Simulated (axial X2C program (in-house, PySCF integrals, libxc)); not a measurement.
## Spin–orbit effects down a group: molecules with Sc (ions), PBE0

Calculated with an in-house all-electron X2C program for linear molecules (integrals from PySCF), spin-free (one-electron X2C) or two-component (2c: spin–orbit coupling with atomic mean-field Coulomb and Gaunt terms, which also bring small scalar terms), in Dyall basis sets with cores contracted in-house; open shells are unrestricted.

Basis sets: H dyall-v3z, Li dyall-cv3z, Na dyall-cv3z, Sc dyall-cv3z.

| molecule | spin-free state | Re (Å) | ωe (cm⁻¹) | De (eV) | 2c state | Re 2c (Å) | ωe 2c (cm⁻¹) | De 2c (eV) |
| --- | --- | --- | --- | --- | --- | --- | --- | --- |
| ScH⁺ | M_S = 1/2, Λ = 2 | 1.777 | 1673.8 | 2.38 | Ω = 3/2 | 1.777 | 1673.7 | n/a |
| LiSc⁺ | M_S = 1/2, Λ = 0 | 3.088 | 260.6 | 1.23 | Ω = 1/2 | 3.088 | 260.5 | n/a |
| NaSc⁺ | M_S = 1/2, Λ = 0 | 3.386 | 142.6 | 0.93 | Ω = 1/2 | 3.386 | 142.6 | n/a |

Task: Work out the shifts from the spin-free to the two-component result.

Result: 

```csv
molecule,2c state,ΔRe (Å),Δωe (cm⁻¹),ΔDe (eV)
ScH⁺,Ω = 3/2,0.000,-0.1,n/a
LiSc⁺,Ω = 1/2,0.000,-0.1,n/a
NaSc⁺,Ω = 1/2,0.000,0.0,n/a
```

Shifts of one unit in the last digit are rounding.

Fragments in 2c: Sc+ + H, Sc + Li+, Sc + Na+. Each entry is the lowest single determinant of a limited PBE0 search at one distance. De goes to single-determinant-based atoms at the same level (for ions the charge split of lowest energy) and is withheld (n/a) where an atom does not fit its ground term or J level. Main or longest-lived isotopes. One determinant is a doubtful description, or other states lie close, for ScH⁺, LiSc⁺, NaSc⁺; these need not be ground states, and all values refer to the states named. The functionals have no current term, which raises determinants with orbital currents.
